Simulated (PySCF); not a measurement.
Functional benchmark on one molecule

Molecule: SMILES C[Si](C)(C)CF, C4H11FSi.

Molfile (atoms numbered from 1):
```
C4H11FSi
     RDKit          3D

 17 16  0  0  0  0  0  0  0  0999 V2000
   -0.6570   -1.8046    0.2106 C   0  0  0  0  0  0  0  0  0  0  0  0
   -0.0163   -0.0517   -0.0288 Si  0  0  0  0  0  4  0  0  0  0  0  0
   -1.1622    0.9493   -1.1289 C   0  0  0  0  0  0  0  0  0  0  0  0
    1.7223   -0.0523   -0.7375 C   0  0  0  0  0  0  0  0  0  0  0  0
    0.0622    0.8291    1.6597 C   0  0  0  0  0  0  0  0  0  0  0  0
    0.5553    2.1136    1.4632 F   0  0  0  0  0  0  0  0  0  0  0  0
   -0.7162   -2.3234   -0.7598 H   0  0  0  0  0  0  0  0  0  0  0  0
    0.0073   -2.3934    0.8627 H   0  0  0  0  0  0  0  0  0  0  0  0
   -1.6654   -1.8120    0.6537 H   0  0  0  0  0  0  0  0  0  0  0  0
   -0.8291    1.9986   -1.1565 H   0  0  0  0  0  0  0  0  0  0  0  0
   -1.1696    0.5654   -2.1612 H   0  0  0  0  0  0  0  0  0  0  0  0
   -2.1976    0.9334   -0.7533 H   0  0  0  0  0  0  0  0  0  0  0  0
    2.1132    0.9768   -0.7648 H   0  0  0  0  0  0  0  0  0  0  0  0
    1.7410   -0.4535   -1.7631 H   0  0  0  0  0  0  0  0  0  0  0  0
    2.4077   -0.6576   -0.1233 H   0  0  0  0  0  0  0  0  0  0  0  0
   -0.9329    0.9033    2.1353 H   0  0  0  0  0  0  0  0  0  0  0  0
    0.7235    0.3029    2.3722 H   0  0  0  0  0  0  0  0  0  0  0  0
  1  2  1  0
  2  3  1  0
  2  4  1  0
  2  5  1  0
  5  6  1  0
  1  7  1  0
  1  8  1  0
  1  9  1  0
  3 10  1  0
  3 11  1  0
  3 12  1  0
  4 13  1  0
  4 14  1  0
  4 15  1  0
  5 16  1  0
  5 17  1  0
M  END
```

Geometry PBE0-D3(BJ)/def2-SVP throughout; GIAO in PySCF 2.14, gas phase, one conformer, non-relativistic; equivalent atoms averaged; basis pcSseg-1.

Reference values (measured; G. Saielli, R. Bini, A. Bagno, Computational 19F NMR. 2. Organic compounds, RSC Adv. 2014, ESI (exp. from Berger-Braun-Kalinowski 1994 and Everett 1995)): δ(F6) = -277.0 ppm vs CFCl3. Computed shifts are taken against CFCl3, calculated as an isolated molecule at each level.

How do the functionals HF, LDA, PBE, BLYP, BP86, OPBE, KT2, KT3, B97-D, B3LYP, PBE0, mPW1PW91, WP04, B97-2, BHandHLYP, CAM-B3LYP, wB97X-D, LC-wPBE perform against the reference? Times are CPU seconds on shared hosts with different chips, so compare them loosely; the GGAs took longer than the global hybrids here, which isn't the general rule, and the cause wasn't traced.

Answers


```
functional                    kind      F6  abs. error F  core-s
        HF            Hartree–Fock  -258.6          18.4     6.3
       LDA                     LDA  -335.2          58.2      16
       PBE                     GGA  -319.3          42.3      22
      BLYP                     GGA  -315.8          38.8      20
      BP86                     GGA  -320.3          43.3      26
      OPBE                     GGA  -304.7          27.7      21
       KT2                     GGA  -323.3          46.3      23
       KT3                     GGA  -307.0          30.0      24
     B97-D                     GGA  -307.9          30.9      24
     B3LYP           global hybrid  -301.7          24.7      16
      PBE0           global hybrid  -300.7          23.7      18
  mPW1PW91           global hybrid  -299.4          22.4      16
      WP04           global hybrid  -283.9           6.9      17
     B97-2           global hybrid  -295.9          18.9      17
 BHandHLYP           global hybrid  -283.7           6.7      17
 CAM-B3LYP  range-separated hybrid  -293.8          16.8      24
   wB97X-D  range-separated hybrid  -293.6          16.6      23
   LC-wPBE  range-separated hybrid  -282.1           5.1      30
```

For 19F the closest is LC-wPBE (5.1 ppm) and the furthest LDA (58.2 ppm). One molecule is a small sample, and vibrational and solvent effects are absent from the calculation.
